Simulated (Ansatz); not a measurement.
Program: Ansatz. Geometries: PBE0-D4/def2-TZVP. ΔE: electronic, gas phase. CBS: MP2 limit from def2 TZ/QZ plus the TZ coupled-cluster correction, frozen cores. Each species was taken in one conformer, which may not be the lowest.

Consider the formal exchange of groups at the Si–N bond: `N[Si](N)(N)N` + `CC(=O)F` → `N[Si](N)(N)F` + `CC(N)=O`.

`N[Si](N)(N)N`:

Z-matrix (Å, degrees):
```
Si
N 1 1.717
N 1 1.716 2 113.2
N 1 1.717 2 113.2 3 115.8
N 1 1.717 2 102.3 3 -122.1
H 2 1.007 1 120.2 3 -46.2
H 2 1.007 1 119.9 3 168.6
H 3 1.007 1 119.9 2 75.6
H 3 1.007 1 120.2 2 -69.6
H 4 1.007 1 120.2 2 46.2
H 4 1.007 1 119.9 2 -168.6
H 5 1.007 1 120.2 2 -168.3
H 5 1.007 1 119.9 2 46.5
```

`CC(=O)F`:

Z-matrix (Å, degrees):
```
C
C 1 1.488
H 1 1.087 2 110.0
H 1 1.092 2 109.5 3 121.6
H 1 1.092 2 109.2 3 -121.1
O 2 1.179 1 129.3 3 2.0
F 2 1.351 1 110.5 3 -178.2
```

`N[Si](N)(N)F`:

Z-matrix (Å, degrees):
```
Si
N 1 1.698
N 1 1.698 2 110.6
N 1 1.699 2 110.1 3 122.4
F 1 1.608 2 108.6 3 -118.7
H 2 1.004 1 120.4 3 -120.3
H 2 1.005 1 123.3 3 82.1
H 3 1.005 1 123.2 2 -153.9
H 3 1.004 1 120.4 2 3.1
H 4 1.005 1 123.1 2 82.0
H 4 1.004 1 120.2 2 -122.1
```

`CC(N)=O`:

```xyz
9

C    -0.539   -0.959    0.058
C     0.194    0.218   -0.537
N     0.588    1.172    0.345
O     0.423    0.302   -1.724
H     0.065   -1.854   -0.096
H    -0.756   -0.853    1.122
H    -1.473   -1.096   -0.489
H     0.404    1.103    1.328
H     1.093    1.967   -0.007
```

```
       species  CCSD(T)/CBS(def2) energy (Eh)
`N[Si](N)(N)N`                     -512.85681
     `CC(=O)F`                     -252.88233
`N[Si](N)(N)F`                     -556.78125
     `CC(N)=O`                     -209.00436
```

Q: Work out ΔE.

A: ΔE = (-556.78125) + (-209.00436) − (-512.85681) − (-252.88233) = -0.04647 Eh = -1.26 eV.

Largest T1 diagnostic among the species: 0.014.

From r2SCAN to r2SCAN0 (25 % exact exchange), in def2-TZVPP and without D4, ΔE moves by −0.04 eV. At CCSD(T), def2-SVP lies +0.05 eV from the extrapolated value and def2-TZVPP +0.05 eV.
